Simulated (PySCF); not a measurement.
# Excitation energy of Cd⁺ by level of theory

Cd⁺ [Kr] 4d10 5s1 (2S) → Cd⁺ [Kr] 4d10 5p1 (2P), as a difference of total energies. Computed with PySCF 2.14 in aug-cc-pVTZ-PP with ECP28MDF, with scalar relativity through the core potential. Correlated levels: valence: 4s2 4p6 frozen. The calculations carry no spin-orbit coupling.

```
           method  excitation energy (eV)
              UHF                   5.137
              LDA                   5.901
              PBE                   5.701
             PBE0                   5.601
           r2SCAN                   5.646
           B2PLYP                   5.663
          wB97M-V                   5.492
          r2SCAN0                   5.590
             PW91                   5.730
    MP2 (valence)                   5.677
SCS-MP2 (valence)                   5.609
```

How much does correlation contribute at MP2 (valence)?

5.677 − (5.137) = 0.540 eV, measured against UHF.

Errors of the correlated levels include the incompleteness of this basis and the frozen core.

For comparison: 5.677 eV (measured; NIST levels, between the centres of gravity of the two terms).
